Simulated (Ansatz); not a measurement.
A short molecular-dynamics run on `N=CC[SiH3]`.

```yaml
crystal:
  periodic: [false, false, false]
  atoms:
    - {symbol: N, position_ang: [-1.637103, 1.511046, 0.466091]}
    - {symbol: C, position_ang: [-0.594671, 0.890549, 0.822096]}
    - {symbol: C, position_ang: [-0.197841, -0.508304, 0.490798]}
    - {symbol: Si, position_ang: [1.100305, -0.546029, -0.883762]}
    - {symbol: H, position_ang: [-2.246129, 0.909475, -0.093403]}
    - {symbol: H, position_ang: [0.128290, 1.450749, 1.424898]}
    - {symbol: H, position_ang: [0.241152, -0.998179, 1.366331]}
    - {symbol: H, position_ang: [-1.062611, -1.096049, 0.167873]}
    - {symbol: H, position_ang: [1.550841, -1.945186, -1.105508]}
    - {symbol: H, position_ang: [0.513973, -0.010805, -2.138816]}
    - {symbol: H, position_ang: [2.269094, 0.285834, -0.495998]}
basis:
  gaussian: {orbitals: def2-SVP}
magnetization: {spin_polarized: true, initial_magnetization: 0}
hamiltonian: {xc: {name: revPBE}}
md: {timestep: 2 fs, n_steps: 30, ensemble: nvt_nose_hoover, temperature: 1500, initial_velocities: maxwell_boltzmann, seed: 22}
```

```sh
$ ansatz run in.yaml --threads 2 --pin off --events-out ev --progress --plain --max-ram 4352MiB
```

```csv
step,time (fs),potential energy (eV),kinetic (eV),T (K),conserved (eV)
0,0.0,-11547.1166,1.7450,1500,-11545.3716
1,2.0,-11546.5697,1.3267,1140,-11545.2430
2,4.0,-11546.1430,0.8823,758,-11545.2609
3,6.0,-11545.9792,0.7137,613,-11545.2663
4,8.0,-11545.8726,0.6311,543,-11545.2429
5,10.0,-11546.3531,1.0167,874,-11545.3391
6,12.0,-11546.3951,1.1141,958,-11545.2858
7,14.0,-11546.2262,0.9547,821,-11545.2785
8,16.0,-11546.3116,1.0350,890,-11545.2862
9,18.0,-11546.1895,0.8679,746,-11545.3340
10,20.0,-11546.0882,0.8021,689,-11545.3013
11,22.0,-11546.0654,0.8051,692,-11545.2785
12,24.0,-11545.8178,0.6240,536,-11545.2150
13,26.0,-11546.2705,1.0074,866,-11545.2881
14,28.0,-11546.3578,1.1636,1000,-11545.2248
15,30.0,-11546.5946,1.2950,1113,-11545.3368
16,32.0,-11546.3013,1.0278,884,-11545.3173
17,34.0,-11545.8169,0.6382,549,-11545.2275
18,36.0,-11546.0166,0.7471,642,-11545.3228
19,38.0,-11545.8576,0.6744,580,-11545.2414
20,40.0,-11546.2398,0.9207,791,-11545.3835
21,42.0,-11546.2719,1.0037,863,-11545.3402
22,44.0,-11546.0784,0.8537,734,-11545.3045
23,46.0,-11546.0882,0.8185,704,-11545.3569
24,48.0,-11545.7749,0.6027,518,-11545.2661
25,50.0,-11546.0367,0.7162,616,-11545.4209
26,52.0,-11545.9230,0.7155,615,-11545.3153
27,54.0,-11546.2027,0.9187,790,-11545.4007
28,56.0,-11546.1972,0.9488,816,-11545.3758
29,58.0,-11546.2183,1.0181,875,-11545.3392
30,60.0,-11546.2994,1.0758,925,-11545.3753
```

Velocities are drawn at the set temperature; a run this short doesn't reach equilibrium.

Frames (Å, forces in eV/Å):

```xyz
11
time=0.0 fs
N    -1.637    1.511    0.466   -0.830    1.227   -0.004
C    -0.595    0.891    0.822    0.392   -0.464    0.136
C    -0.198   -0.508    0.491    0.133    0.012   -0.010
Si    1.100   -0.546   -0.884    0.133   -0.077   -0.103
H    -2.246    0.909   -0.093   -0.382   -0.395   -0.358
H     0.128    1.451    1.425    0.470    0.325    0.379
H     0.241   -0.998    1.366    0.242   -0.289    0.433
H    -1.063   -1.096    0.168   -0.435   -0.324   -0.166
H     1.551   -1.945   -1.106    0.122   -0.328   -0.075
H     0.514   -0.011   -2.139   -0.126    0.123   -0.307
H     2.269    0.286   -0.496    0.281    0.191    0.075
11
time=4.0 fs
N    -1.659    1.585    0.479    1.125   -5.441   -1.361
C    -0.605    0.820    0.806   -0.571    6.223    3.270
C    -0.182   -0.484    0.499    0.020   -2.669   -1.241
Si    1.099   -0.544   -0.897    1.423   -0.059    1.226
H    -2.100    0.678   -0.107   -0.225    2.964    0.771
H     0.132    1.362    1.598   -1.044   -0.779   -1.534
H     0.328   -0.997    1.326    0.080   -0.099    0.385
H    -0.997   -1.144    0.125   -0.192   -0.073    0.099
H     1.497   -1.995   -0.904    0.259    0.019   -0.131
H     0.563   -0.217   -2.200   -0.381    0.453   -0.913
H     2.255    0.384   -0.408   -0.496   -0.538   -0.573
11
time=8.0 fs
N    -1.670    1.605    0.479    3.650   -1.639    1.711
C    -0.622    0.821    0.827   -2.521    3.538    0.762
C    -0.169   -0.489    0.489    0.038   -3.345    0.040
Si    1.105   -0.543   -0.906    0.496   -0.936   -0.346
H    -2.006    0.838   -0.035   -2.863   -1.187   -2.596
H     0.011    1.187    1.581    1.573    1.553    1.524
H     0.438   -1.029    1.374   -1.293    1.032   -1.525
H    -0.962   -1.203    0.097    0.260    0.313    0.460
H     1.482   -2.039   -0.726    0.269    0.705   -0.435
H     0.566   -0.359   -2.369    0.361    0.169    1.006
H     2.179    0.410   -0.402    0.028   -0.203   -0.602
11
time=12.0 fs
N    -1.648    1.598    0.490   -1.286   -1.623   -1.497
C    -0.665    0.868    0.863    1.263   -1.066    1.263
C    -0.155   -0.532    0.477   -2.310    2.692   -2.417
Si    1.113   -0.547   -0.915   -0.477   -1.432   -0.691
H    -2.246    0.973   -0.234    1.282    1.536    1.381
H     0.050    1.194    1.707   -0.809    0.641   -0.813
H     0.392   -0.937    1.247    1.517   -1.307    2.513
H    -0.908   -1.231    0.129   -0.888   -0.521   -0.004
H     1.510   -1.988   -0.613    0.500    0.223   -0.567
H     0.615   -0.473   -2.405    0.298    0.223    1.038
H     2.113    0.413   -0.482    0.909    0.632   -0.206
11
time=16.0 fs
N    -1.636    1.580    0.489   -3.796    1.937   -1.975
C    -0.695    0.902    0.912    3.005   -3.230    0.707
C    -0.165   -0.551    0.446   -0.426    1.000    1.891
Si    1.119   -0.557   -0.928    0.814   -0.067    1.410
H    -2.359    1.253   -0.303    2.214    0.059    1.858
H     0.017    1.314    1.764   -1.138   -0.270   -1.204
H     0.467   -0.962    1.344   -1.016    0.382   -1.231
H    -0.958   -1.310    0.174    0.205    0.572    0.336
H     1.616   -1.906   -0.582    0.688   -0.535   -0.392
H     0.702   -0.552   -2.306   -0.497    0.249   -1.137
H     2.162    0.492   -0.601   -0.053   -0.099   -0.264
11
time=20.0 fs
N    -1.652    1.581    0.479    2.660    1.957    3.984
C    -0.695    0.898    0.965   -2.076   -2.479   -4.121
C    -0.181   -0.554    0.434    0.094    1.124    2.268
Si    1.130   -0.569   -0.934    1.378    0.012    0.752
H    -2.274    1.520   -0.236   -2.236   -1.615   -3.123
H    -0.147    1.418    1.689    1.638    0.551    2.028
H     0.434   -0.958    1.320   -0.564    0.169   -0.853
H    -0.992   -1.317    0.261    0.175    0.624   -0.036
H     1.818   -1.888   -0.614    0.100    0.149   -0.342
H     0.724   -0.596   -2.348   -0.409    0.110   -0.508
H     2.208    0.561   -0.757   -0.761   -0.602   -0.050
11
time=24.0 fs
N    -1.654    1.604    0.496   -1.563    1.046   -1.537
C    -0.712    0.866    0.977   -0.396    0.999   -1.367
C    -0.199   -0.540    0.445   -0.238    2.511   -0.303
Si    1.148   -0.581   -0.936    0.390   -0.725   -1.324
H    -2.351    1.548   -0.433    2.468   -1.228    2.680
H    -0.155    1.529    1.801   -0.448   -2.010   -0.966
H     0.356   -0.956    1.229    1.409   -0.976    1.984
H    -1.017   -1.244    0.339   -0.790   -0.302   -0.602
H     2.035   -1.851   -0.696   -0.635    0.594   -0.128
H     0.685   -0.622   -2.462    0.064   -0.018    1.260
H     2.150    0.549   -0.919   -0.261    0.110    0.304
11
time=28.0 fs
N    -1.668    1.639    0.502    3.085    0.429    4.159
C    -0.735    0.846    0.969   -0.654    1.951   -0.892
C    -0.218   -0.501    0.460    0.849   -1.526    1.767
Si    1.168   -0.597   -0.944   -0.747   -0.439   -0.978
H    -2.114    1.391   -0.301   -1.976   -1.804   -3.618
H    -0.203    1.373    1.809    0.072   -0.868   -0.020
H     0.417   -1.046    1.336   -1.302    1.132   -1.368
H    -1.122   -1.190    0.336    0.907    0.453   -0.415
H     2.165   -1.735   -0.797   -0.465   -0.083    0.247
H     0.650   -0.652   -2.406   -0.102   -0.160    0.712
H     2.055    0.559   -1.039    0.334    0.914    0.406
11
time=32.0 fs
N    -1.664    1.672    0.529   -0.587   -2.941   -2.980
C    -0.767    0.846    0.947    1.129    0.618    0.823
C    -0.226   -0.477    0.493    0.141   -0.544   -1.626
Si    1.185   -0.615   -0.958   -0.415    1.935    0.894
H    -1.995    1.059   -0.402    0.164    2.148    1.946
H    -0.220    1.104    1.853    0.234    0.835    0.895
H     0.314   -0.994    1.284    0.072   -0.156    0.906
H    -1.120   -1.088    0.265    0.123   -0.505   -0.492
H     2.231   -1.633   -0.862    0.221   -0.824    0.484
H     0.592   -0.707   -2.259   -0.785   -0.328   -1.236
H     1.994    0.683   -1.098   -0.298   -0.237    0.386
11
time=36.0 fs
N    -1.663    1.678    0.531   -0.447   -2.110   -1.969
C    -0.784    0.854    0.937    3.425    0.142    4.750
C    -0.233   -0.460    0.506    0.527   -1.204   -1.757
Si    1.199   -0.623   -0.967   -0.604    1.843    0.218
H    -1.885    1.000   -0.293   -0.983    1.971   -0.076
H    -0.213    0.959    2.005   -1.179    1.102   -1.621
H     0.221   -0.973    1.375   -0.221   -0.117    0.074
H    -1.089   -1.052    0.121    0.084   -0.512   -0.131
H     2.315   -1.638   -0.857   -0.377   -0.089    0.307
H     0.434   -0.809   -2.256    0.123   -0.166    0.058
H     1.894    0.780   -1.100   -0.348   -0.859    0.148
11
time=40.0 fs
N    -1.663    1.667    0.520    0.615   -0.780    0.455
C    -0.762    0.864    0.982   -0.403   -0.291   -0.751
C    -0.237   -0.456    0.494    0.758   -2.387    0.257
Si    1.210   -0.621   -0.975   -1.680    0.051    0.073
H    -1.947    1.139   -0.308   -0.668    0.372   -1.166
H    -0.357    0.979    1.956    0.761    1.307    1.704
H     0.127   -0.993    1.509   -0.658    0.523   -2.182
H    -1.040   -1.084   -0.036    0.545    0.458    0.812
H     2.346   -1.661   -0.805   -0.682    0.424    0.061
H     0.291   -0.935   -2.256    1.047    0.173    0.963
H     1.749    0.762   -1.081    0.365    0.151   -0.227
11
time=44.0 fs
N    -1.658    1.650    0.515   -0.531   -1.028   -1.867
C    -0.741    0.871    1.024   -1.459    0.317   -1.173
C    -0.230   -0.478    0.483    0.940    1.935   -1.751
Si    1.211   -0.618   -0.983   -1.964   -0.054    1.268
H    -2.107    1.297   -0.511    1.732    0.640    2.890
H    -0.426    1.184    2.086    0.143   -0.364   -1.136
H    -0.048   -0.965    1.375    1.095   -2.096    2.268
H    -0.934   -1.064   -0.092   -1.274   -0.101   -0.102
H     2.285   -1.629   -0.742    0.124   -0.031    0.048
H     0.294   -1.040   -2.125    0.553    0.101   -0.018
H     1.654    0.765   -1.095    0.643    0.681   -0.426
11
time=48.0 fs
N    -1.656    1.622    0.494    3.109    1.076    6.001
C    -0.739    0.882    1.047   -1.548    0.954   -0.851
C    -0.211   -0.485    0.460    0.255   -0.651    1.758
Si    1.203   -0.615   -0.983   -0.661    1.826    2.480
H    -2.046    1.538   -0.354   -1.634   -1.552   -4.695
H    -0.447    1.351    2.124    0.079   -1.625   -1.968
H    -0.102   -1.158    1.417    0.459    0.703   -1.494
H    -0.986   -1.038   -0.140   -0.272    0.700    0.502
H     2.240   -1.600   -0.668    0.690   -0.276    0.135
H     0.369   -1.138   -2.008   -0.617   -0.436   -1.609
H     1.649    0.848   -1.170    0.139   -0.719   -0.258
11
time=52.0 fs
N    -1.635    1.605    0.510   -2.284    2.803   -2.494
C    -0.756    0.899    1.055   -0.074   -3.688   -4.549
C    -0.189   -0.496    0.454   -1.175   -0.346    0.778
Si    1.190   -0.604   -0.971   -0.780   -0.001    0.745
H    -2.057    1.594   -0.527    1.325   -1.243    2.487
H    -0.440    1.311    1.932    1.568    0.699    3.589
H    -0.077   -1.287    1.303    0.315    1.111   -0.969
H    -1.087   -0.921   -0.125    0.728    0.515    0.551
H     2.284   -1.601   -0.578   -0.104    0.512   -0.141
H     0.386   -1.283   -2.092    0.527    0.443    0.057
H     1.669    0.837   -1.286   -0.046   -0.807   -0.054
11
time=56.0 fs
N    -1.633    1.617    0.508   -0.420    2.028    0.656
C    -0.768    0.879    1.024    3.310   -1.261    2.290
C    -0.180   -0.507    0.454   -0.882    3.484   -1.790
Si    1.173   -0.592   -0.955   -0.741   -1.619   -0.375
H    -1.922    1.468   -0.441   -0.524   -0.954   -1.150
H    -0.278    1.278    2.053   -1.028   -0.972   -1.591
H     0.006   -1.308    1.094    0.502   -1.463    2.154
H    -1.109   -0.739   -0.045   -0.648   -0.989   -0.915
H     2.320   -1.531   -0.506   -0.403    0.558   -0.142
H     0.468   -1.370   -2.182    0.680    0.793    0.964
H     1.686    0.716   -1.415    0.154    0.394   -0.103
11
time=60.0 fs
N    -1.637    1.650    0.509    1.210   -2.150   -1.327
C    -0.742    0.842    1.015    1.283    0.719    1.447
C    -0.183   -0.484    0.437   -1.503   -0.779   -0.177
Si    1.152   -0.587   -0.939    0.088   -0.167   -0.562
H    -1.835    1.185   -0.469   -0.265    0.963    1.428
H    -0.238    1.126    2.003   -0.750    0.043   -0.614
H     0.133   -1.431    1.111   -0.979    2.193   -0.663
H    -1.182   -0.689   -0.070    0.924   -1.101   -0.116
H     2.305   -1.383   -0.450    0.289   -0.159    0.290
H     0.646   -1.347   -2.140   -0.231   -0.082    0.114
H     1.722    0.641   -1.557   -0.066    0.520    0.182
```

It took 66 s on 2 threads of an Arm Neoverse V2 on a shared host, with 0.15 GiB of host memory at the peak.
